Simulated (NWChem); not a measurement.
Species: silicon monosulfide (SiS, singlet); SMILES [Si]=S

```xyz
2

Si     0.0000     0.0000     1.0317
S      0.0000     0.0000    -0.8983
```
Atoms are numbered in this order, from 1.

Computed with NWChem. Low-valent species are run as closed-shell singlets; no triplet was tried in these runs. Coordinates come from a PBE0-D3(BJ)/def2-TZVP optimisation. Vertical excitations in the gas phase; the lowest state need not have the same character in each row.

| level | lowest excitation, singlet (eV) | oscillator strength of that lowest state | lowest state with f > 0.02, singlet (eV) | oscillator strength of that bright state | orbital gap (eV) |
|---|---|---|---|---|---|
| PBE/def2-SVP, TDA | 4.19 | 0.000 | 4.58 | 0.031 | 3.88 |
| B3LYP/def2-SVP, TDA | 4.16 | 0.000 | 4.62 | 0.032 | 5.42 |
| LRC-wPBEh/def2-SVP, TDA | 4.23 | 0.000 | 4.65 | 0.037 | 9.28 |
| BHandHLYP/def2-SVP, TDA | 4.24 | 0.000 | 4.71 | 0.038 | 7.71 |
